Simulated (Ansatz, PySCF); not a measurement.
oxadisiletane (CH6OSi2), SMILES C1O[SiH2][SiH2]1. Atoms are numbered in the order given.

```xyz
10

C     -1.3205    -0.5910     0.0000
O     -1.1245     0.8497     0.0000
Si     0.5538     1.1209     0.0000
Si     0.5195    -1.2119     0.0000
H     -1.9013    -0.8856    -0.8914
H     -1.9013    -0.8856     0.8914
H      1.0169     1.8684     1.2028
H      1.0169     1.8684    -1.2028
H      0.9296    -1.9748    -1.2124
H      0.9296    -1.9748     1.2124
```

Coordinates come from a TPSSh-D3(BJ)/def2-SVP optimisation.

Two levels are set side by side: PBE-D3(BJ)/def2-SVP (Ansatz, a program for electronic structure) and TPSSh-D3(BJ)/def2-SVP (PySCF). Each level has its own optimised geometry; the coordinates shown are those of the second. Frequencies come from the Hessian of PySCF at each geometry. Differences are taken from unrounded values.

```json
[
 {"quantity": "mean bond length (Å)", "TPSSh-D3(BJ)": "1.560"},
 {"quantity": "bond C1–O2 (Å)", "TPSSh-D3(BJ)": "1.454"},
 {"quantity": "bond C1–Si4 (Å)", "TPSSh-D3(BJ)": "1.942"},
 {"quantity": "bond O2–Si3 (Å)", "TPSSh-D3(BJ)": "1.700"},
 {"quantity": "bond Si3–Si4 (Å)", "TPSSh-D3(BJ)": "2.333"},
 {"quantity": "bond C1–H5 (Å)", "TPSSh-D3(BJ)": "1.104"},
 {"quantity": "bond C1–H6 (Å)", "TPSSh-D3(BJ)": "1.104"},
 {"quantity": "bond Si3–H7 (Å)", "TPSSh-D3(BJ)": "1.490"},
 {"quantity": "bond Si3–H8 (Å)", "TPSSh-D3(BJ)": "1.490"},
 {"quantity": "bond Si4–H9 (Å)", "TPSSh-D3(BJ)": "1.490"},
 {"quantity": "bond Si4–H10 (Å)", "TPSSh-D3(BJ)": "1.490"},
 {"quantity": "highest harmonic wavenumber (cm⁻¹)", "TPSSh-D3(BJ)": "3082"},
 {"quantity": "mean harmonic wavenumber (cm⁻¹)", "TPSSh-D3(BJ)": "1200"},
 {"quantity": "zero-point energy (kcal/mol)", "TPSSh-D3(BJ)": "41.16"}
]
```

What does PBE-D3(BJ) give, and how far is it from TPSSh-D3(BJ)? (An estimate is asked for; the answer gives what the named calculation found.)


```json
[
 {"quantity": "mean bond length (Å)", "PBE-D3(BJ)": "1.571", "PBE-D3(BJ) minus TPSSh-D3(BJ)": "0.011"},
 {"quantity": "bond C1–O2 (Å)", "PBE-D3(BJ)": "1.450", "PBE-D3(BJ) minus TPSSh-D3(BJ)": "-0.003"},
 {"quantity": "bond C1–Si4 (Å)", "PBE-D3(BJ)": "1.950", "PBE-D3(BJ) minus TPSSh-D3(BJ)": "0.008"},
 {"quantity": "bond O2–Si3 (Å)", "PBE-D3(BJ)": "1.715", "PBE-D3(BJ) minus TPSSh-D3(BJ)": "0.015"},
 {"quantity": "bond Si3–Si4 (Å)", "PBE-D3(BJ)": "2.342", "PBE-D3(BJ) minus TPSSh-D3(BJ)": "0.009"},
 {"quantity": "bond C1–H5 (Å)", "PBE-D3(BJ)": "1.113", "PBE-D3(BJ) minus TPSSh-D3(BJ)": "0.009"},
 {"quantity": "bond C1–H6 (Å)", "PBE-D3(BJ)": "1.113", "PBE-D3(BJ) minus TPSSh-D3(BJ)": "0.009"},
 {"quantity": "bond Si3–H7 (Å)", "PBE-D3(BJ)": "1.507", "PBE-D3(BJ) minus TPSSh-D3(BJ)": "0.017"},
 {"quantity": "bond Si3–H8 (Å)", "PBE-D3(BJ)": "1.507", "PBE-D3(BJ) minus TPSSh-D3(BJ)": "0.017"},
 {"quantity": "bond Si4–H9 (Å)", "PBE-D3(BJ)": "1.506", "PBE-D3(BJ) minus TPSSh-D3(BJ)": "0.016"},
 {"quantity": "bond Si4–H10 (Å)", "PBE-D3(BJ)": "1.506", "PBE-D3(BJ) minus TPSSh-D3(BJ)": "0.016"},
 {"quantity": "highest harmonic wavenumber (cm⁻¹)", "PBE-D3(BJ)": "3005", "PBE-D3(BJ) minus TPSSh-D3(BJ)": "-76"},
 {"quantity": "mean harmonic wavenumber (cm⁻¹)", "PBE-D3(BJ)": "1155", "PBE-D3(BJ) minus TPSSh-D3(BJ)": "-45"},
 {"quantity": "zero-point energy (kcal/mol)", "PBE-D3(BJ)": "39.62", "PBE-D3(BJ) minus TPSSh-D3(BJ)": "-1.54"}
]
```

Exact exchange shortens and stiffens bonds; PBE has none. Differences between two approximate levels are no errors against the true value.
